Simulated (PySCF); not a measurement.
C₄H₃FOS, SMILES c1(F)csc(c1)O. Heavy atoms are numbered as in [OH:1][c:2]1[cH:3][c:4]([F:5])[cH:6][s:7]1. Hydrogens are named by the atom that carries them.

The structure is a stationary point at ωB97X-D3(BJ)/def2-SVP. Other conformers were not sampled.

All values below come from PySCF with PBE/def2-TZVP.

Atomic charges (e), one atom of each kind:

```csv
atom,Löwdin,meta-Löwdin,Mulliken
O1 (OH),0.11,-0.42,-0.33
C2,-0.54,0.09,0.16
C3 (CH),-0.18,-0.24,-0.26
C4,-0.36,0.26,0.22
F5,0.22,-0.23,-0.16
C6 (CH),-0.41,-0.35,-0.21
S7,0.68,0.24,-0.01
H on O1,0.19,0.35,0.32
H on C3,0.15,0.15,0.13
H on C6,0.13,0.15,0.14
```

Computed Mayer and Wiberg (Löwdin basis) orders of the bonds:
```tsv
bond	Mayer	Wiberg
O1–C2	1.17	1.75
C2–C3	1.53	1.71
C3–C4	1.24	1.37
C4–F5	1.10	1.76
C4–C6	1.65	1.76
C2–S7	1.26	1.51
C6–S7	1.15	1.50
```
